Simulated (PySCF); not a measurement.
Atoms are numbered as in `[CH3:1][CH2:2][c:3]1[n:4][cH:5][n:6][n:7][c:8]1[O:9][SiH3:10]`; H(Xn) means a hydrogen on atom n.

- shieldings: GIAO PBE0/pcSseg-1
- structure optimised with GFN2-xTB
- code: PySCF
- in vacuum, non-relativistic, equivalent nuclei averaged, single conformer

Chemical shifts δ = σref − σ; TMS for 13C and 1H and 29Si; 15N vs NH3; H2O for 17O, all at this level.

```
  atoms  nucleus  count  δ (ppm)
  H(C1)       1H      3        ?
H(Si10)       1H      3     5.21
     C2      13C      1     32.1
  H(C2)       1H      2        ?
     C8      13C      1    168.7
     N7      15N      1    408.6
  H(C5)       1H      1     9.55
     N4      15N      1    342.0
     C5      13C      1    158.7
     C1      13C      1        ?
     O9      17O      1    114.6
   Si10     29Si      1    -37.9
     C3      13C      1    161.1
     N6      15N      1        ?
```

Q: Complete the table.

A: 
- C1: 15.0 ppm, methyl carbon; saturated and bonded to C and H only
- H(C2): 3.00 ppm, hydrogen on an sp3 CH2 on an aromatic ring; benzylic-type position, deshielded by the ring
- H(C1): 1.36 ppm, hydrogen on a methyl carbon
- N6: 415.8 ppm, pyridine-type ring nitrogen

Shifts are as computed. Against solution values, carbons near 30 ppm lie about +3 ppm off and those near 130 ppm about +5 ppm. Of 1211 compounds with measured shifts, 218 miss one by over three times the rms of a fit or turn the order of signals round; such compounds aren't used in these exercises. Experimental scales use liquid or dissolved standards, which lie at an offset from isolated NH3 (liquid NH3: subtract about 20 ppm) and H2O (liquid H2O: subtract about 36 ppm). Unscaled 15N shifts of sp2 nitrogen come out 20 to 40 ppm too high even then.
